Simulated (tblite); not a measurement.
C6H3N2SSi (doublet state).
SMILES: `N#Cc1[c]c([SiH3])sc1C#N`

Method: GFN2-xTB as coded in tblite; computed harmonic values from a numerical Hessian at the method's own geometry, unscaled. Against measured fundamentals such values can be off by several per cent, at times by over 20. Modes of hydrogen on silicon can be 10 to 20 % off. Open shells enter through the occupations alone, without spin polarisation, and single modes of such species can be off by tens of per cent.

Harmonic wavenumbers (cm⁻¹): 29.6, 73.3, 92.2, 105.1, 113.5, 191.2, 197.6, 338.6, 355.6, 426.6, 429.8, 469.1, 505.1, 506.4, 522.7, 560.5, 601.7, 634.8, 678.6, 745.9, 769.3, 778.4, 860.3, 935.8, 1144.6, 1320.8, 1439.0, 1553.7, 2284.5, 2286.2, 2321.7, 2345.6, 2370.6.

A = 1754, B = 668.6, C = 486.8 MHz; mass 162.979 u (most abundant isotopes); point group Cs, symmetry number 1; spin multiplicity 2.

Problem. What is the zero-point energy?

Solution. ½Σν̃ = 13994 cm⁻¹ = 167.41 kJ/mol.

Problem. Give the ideal-gas entropy at 298.15 K and 1 bar in the rigid-rotor, harmonic-oscillator model (classical rotation).

Solution. Translation 172.38, rotation 128.49, vibration 142.21, spin (R ln 2) 5.76: S = 448.8 J/(mol K).

Problem. And Cp and H(298.15 K) − H(0)?

Solution. Cp = 167.68 J/(mol K), of which vibrations give 134.42 (their classical limit is 33 R = 274.4); H(298.15 K) − H(0) = 31.46 kJ/mol without the zero-point energy, 21.54 from vibrations.

Problem. What must be added to the electronic energy to get the Gibbs energy at 298.15 K and 1 bar?

Solution. ZPE + [H(298.15 K) − H(0)] − T·S = 167.41 + 31.46 − 133.82 = 65.05 kJ/mol.

Problem. Which modes carry the vibrational entropy at 298.15 K?

Solution. 29.6 cm⁻¹: 24.50; 73.3 cm⁻¹: 17.00; 92.2 cm⁻¹: 15.12; 105.1 cm⁻¹: 14.05; 113.5 cm⁻¹: 13.42; 191.2 cm⁻¹: 9.27 J/(mol K); the other 27 give 48.85 together.

Hindered rotation and anharmonicity are outside this model.

Time: 1.8 s wall. Hardware: Intel Xeon at 2.50 GHz, one thread, on a shared host. The figure is for the frequency step alone.
